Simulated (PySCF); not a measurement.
r2SCAN on S (sulfur, neutral)

Configuration: [Ne] 3s2 3p3 4s1, high-spin 5S determinant (an excited configuration). Calculation: PySCF 2.14, in aug-cc-pCVTZ-DK (8s7p5d3f, 75 functions); scalar relativity by spin-free X2C-1e.

```json
{
 "Total energy": "-398.9241 hartree",
 "One-electron energy": "-547.9344 hartree",
 "Hartree (Coulomb) energy": "174.5605 hartree",
 "Exchange-correlation energy": "-25.5502 hartree",
 "⟨S²⟩": "6.0003",
 "⟨L²⟩": "0.000",
 "Sum of ⟨r⟩": "17.54 bohr",
 "Sum of ⟨r²⟩": "45.60 bohr²",
 "Langevin diamagnetic susceptibility": "-36.1 ×10⁻⁶ cm³/mol"
}
```

```csv
shell,electrons,mean orbital energy (eV),"rms radius, mean of both spins (bohr)"
1s α,1,-2423.9,0.112
1s β,1,-2423.3,0.112
2s α,1,-221.93,0.520
2s β,1,-221.53,0.520
2p α,3,-164.83,0.494
2p β,3,-164.08,0.494
3s α,1,-24.008,1.78
3s β,1,-19.404,1.78
3p α,3,-12.586,2.07
4s α,1,-1.644,4.93
```

The outer electron is Rydberg-like, and this basis confines it to a smaller radius and binds it less than a complete one would.

Densities and radii are taken from the X2C orbitals without a picture-change correction, which distorts them close to the nucleus.
